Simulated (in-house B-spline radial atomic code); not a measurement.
**Ionising C VI (C5+) with different functionals**

Computed with an all-electron radial atomic-structure program (B-spline basis): scalar-relativistic (spin-free X2C) Hamiltonian, Fermi nucleus of rms radius 2.4702 fm, spin-polarised at highest spin, spherical fractional occupations for the functionals, the average over the highest-spin determinants for Hartree-Fock. The ionisation energy is the difference of two self-consistent energies, 1s1 → bare nucleus, without Breit or QED terms; ε is the level of the shell that loses the electron (its least bound occupied spin orbital).

```
       method                    rung  ΔSCF (eV)  -ε(1s) (eV)
 Hartree-Fock            Hartree-Fock     490.04       490.04
HF fractional            Hartree-Fock          ?            ?
         PW91                     GGA          ?            ?
        B3LYP           global hybrid     489.49       459.65
        B97-1           global hybrid     489.90       460.12
    CAM-B3LYP  range-separated hybrid     489.23       461.52
      LC-wPBE  range-separated hybrid     489.27       458.17
```

(1) What does PW91 give?

(2) What does HF fractional give?

(3) Among the functionals, which spreads more, the ΔSCF values or the orbital energies?

(4) How do they compare with the NIST value?

Results:

(1) ΔSCF 489.38 eV, and -ε(1s) = 452.40 eV.

(2) ΔSCF 490.04 eV, and -ε(1s) = 490.04 eV.

(3) The orbital energies: ΔSCF values span about 0.67 eV and the orbital energies 9.12 eV; here energy differences depend much less on the functional than eigenvalues do.

(4) NIST lists 489.993 eV (tabulated theory, ground level to ground level). Errors run from -0.76 to +0.05 eV; Hartree-Fock is closest (+0.05 eV), though others lie within the uncertainty of it, and part of that can be cancellation, since the calculations leave out Breit-QED terms.
